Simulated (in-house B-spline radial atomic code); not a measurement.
## Ionising V VII (V6+) with different functionals

Computed with a B-spline radial code for spherical atoms: non-relativistic Hamiltonian, point nucleus, spin-polarised at highest spin, spherical fractional occupations for the functionals, the average over the highest-spin determinants for Hartree-Fock. The ionisation energy is the difference of two self-consistent energies, [Ne] 3s2 3p5 → [Ne] 3s2 3p4, without Breit or QED terms; ε is the level of the shell that loses the electron (its least bound occupied spin orbital).

Hybrids are left out here: with spherical fractional occupations of an open shell their exact exchange keeps a self-interaction that integer-occupation calculations don't have.

```json
{"method": "Hartree-Fock", "rung": "Hartree-Fock", "ΔSCF (eV)": "148.81", "-ε(3p) (eV)": "149.74"}
{"method": "LDA VWN5", "rung": "LDA", "ΔSCF (eV)": "150.61", "-ε(3p) (eV)": "139.32"}
{"method": "LDA PW92", "rung": "LDA", "ΔSCF (eV)": "150.60", "-ε(3p) (eV)": "139.31"}
{"method": "LDA exchange-only", "rung": "LDA", "ΔSCF (eV)": "148.37", "-ε(3p) (eV)": "137.21"}
{"method": "PBE", "rung": "GGA", "ΔSCF (eV)": "150.44", "-ε(3p) (eV)": "139.24"}
{"method": "PBEsol", "rung": "GGA", "ΔSCF (eV)": "150.34", "-ε(3p) (eV)": "139.13"}
{"method": "BLYP", "rung": "GGA", "ΔSCF (eV)": "150.29", "-ε(3p) (eV)": "139.07"}
{"method": "RPBE", "rung": "GGA", "ΔSCF (eV)": "150.39", "-ε(3p) (eV)": "139.22"}
{"method": "PW91", "rung": "GGA", "ΔSCF (eV)": "150.59", "-ε(3p) (eV)": "139.38"}
{"method": "BP86", "rung": "GGA", "ΔSCF (eV)": "150.60", "-ε(3p) (eV)": "139.37"}
{"method": "AM05", "rung": "GGA", "ΔSCF (eV)": "150.36", "-ε(3p) (eV)": "139.13"}
{"method": "OLYP", "rung": "GGA", "ΔSCF (eV)": "150.61", "-ε(3p) (eV)": "139.51"}
{"method": "TPSS", "rung": "meta-GGA", "ΔSCF (eV)": "150.55", "-ε(3p) (eV)": "139.43"}
{"method": "SCAN", "rung": "meta-GGA", "ΔSCF (eV)": "150.69", "-ε(3p) (eV)": "139.81"}
{"method": "r2SCAN", "rung": "meta-GGA", "ΔSCF (eV)": "150.61", "-ε(3p) (eV)": "139.74"}
{"method": "M06-L", "rung": "meta-GGA", "ΔSCF (eV)": "150.63", "-ε(3p) (eV)": "139.88"}
{"method": "revTPSS", "rung": "meta-GGA", "ΔSCF (eV)": "150.43", "-ε(3p) (eV)": "139.32"}
```

(1) How do they compare with the NIST value?

Results:

(1) NIST lists 150.7 eV ± 0.13 (semi-empirical, ground level to ground level). Errors run from -2.35 to -0.03 eV; SCAN is closest (-0.03 eV), though others lie within the uncertainty of it, and part of that can be cancellation, since the calculations leave out relativity, Breit-QED terms, multiplet and fine-structure energies. Hartree-Fock also lacks correlation.
